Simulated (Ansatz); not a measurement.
Z-matrix (Å, degrees):
```
C
Hf 1 3.107
S 1 1.830 2 51.0
H 1 1.089 2 121.2 3 -90.0
H 1 1.095 2 62.9 3 174.2
H 1 1.089 2 128.5 3 82.8
F 2 1.905 1 85.3 3 -128.8
O 2 1.898 1 90.1 3 123.6
Cl 2 2.348 1 144.3 3 -6.6
H 8 0.952 2 171.5 1 -71.8
```

Total charge 0; spin multiplicity 1. Hf: def2 effective core potential.

Problem. List the B3LYP/def2-TZVPP orbital energies in eV (the Gaussian-basis code of Ansatz). (Estimate.)

Solution. Ansatz gave: Occupied: -2762.26, -2417.52, -671.10, -521.05, -278.03, -257.02, -215.55, -195.98, -195.94, -195.94, -160.11, -159.97, -159.94, -68.32, -37.36, -37.06, -36.78, -30.71, -26.94, -21.88, -21.22, -17.27, -14.56, -12.42, -12.22, -12.16, -11.69, -11.62, -10.42, -10.29, -9.99, -9.88, -9.22, -9.10, -7.95, -7.02. Lowest empty: -1.59, -0.76, -0.57, -0.17, -0.05, 0.15, 0.78, 1.13.

B3LYP here is the variant with VWN-RPA as its local correlation; programs differ in this.
